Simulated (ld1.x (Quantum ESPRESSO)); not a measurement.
## Transferability test, TM potential for fluorine

ld1.x (Quantum ESPRESSO) 7.5 input, shortened:

```
&input
   title='F', zed=9., rel=1, dft='PZ', iswitch=3,
   config='[He] 2s2 2p2 3d-2'
 /
 &inputp
   pseudotype=2, tm=.true., lloc=-1, rcloc=0.60,
   nlcc=.false.
 /
3
2S  1  0   2.00   0.00  0.50  0.50  0.0
2P  2  1   2.00   0.00  1.50  1.50  0.0
3D  3  2  -2.00   0.25  1.35  1.35  0.0
 &test
   configts(1)='2s2 2p2'
 /
```

Energies are relative to the spin-unpolarised reference configuration 2s2 2p2; without spin polarisation the order of configurations can differ from experiment. Spin-polarised rows fill each open shell by Hund’s rule, majority spin first.

(1) Give the all-electron excitation energy and the error of the potential for: 2s2 2p5; 2s2 2p4; 2s2 2p3; 2s1 2p5; 2s2 2p1; 2s2 2p5.3; 2s1 2p6; 2s2 2p2 (spin-polarised); 2s2 2p5 (spin-polarised).

Answers

(1)

| valence configuration | charge | ΔE all-electron (eV) | error AE − PS (meV) |
| --- | --- | --- | --- |
| 2s2 2p5 | 0 | -118.799 | +987 |
| 2s2 2p4 | +1 | -99.244 | +694 |
| 2s2 2p3 | +2 | -60.732 | +260 |
| 2s1 2p5 | +1 | -80.589 | +1257 |
| 2s2 2p1 | +4 | 85.867 | +491 |
| 2s2 2p5.3 | -0.3 | -121.525 | +1029 |
| 2s1 2p6 | 0 | -100.409 | +1564 |
| 2s2 2p2 (spin-polarised) | +3 | -2.775 | +191 |
| 2s2 2p5 (spin-polarised) | 0 | -119.179 | +1015 |
